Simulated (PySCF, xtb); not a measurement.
C3H9S, SMILES C[S+](C)C, charge +1.

Harmonic wavenumbers (cm⁻¹) from GFN2-xTB in xtb at its own minimum, in rising order: 120, 176, 177, 248, 248, 299, 686, 730, 731, 862, 895, 895, 984, 984, 1005, 1325, 1325, 1331, 1392, 1412, 1412, 1418, 1418, 1431, 3050, 3050, 3051, 3055, 3060, 3061, 3062, 3063, 3065.

Problem. What does B3LYP-D3(BJ)/def2-SVP (PySCF) give at its own minimum? (The exact figures need the calculation; the answer reports its results.)

Solution. 162, 205, 205, 260, 260, 291, 634, 712, 712, 890, 934, 934, 1048, 1048, 1053, 1328, 1328, 1365, 1418, 1429, 1429, 1438, 1438, 1449, 3055, 3055, 3056, 3179, 3180, 3180, 3183, 3184, 3184. Paired by order, the mean absolute difference is 42 cm⁻¹ and the zero-point energies are 70.1 and 71.8 kcal/mol.
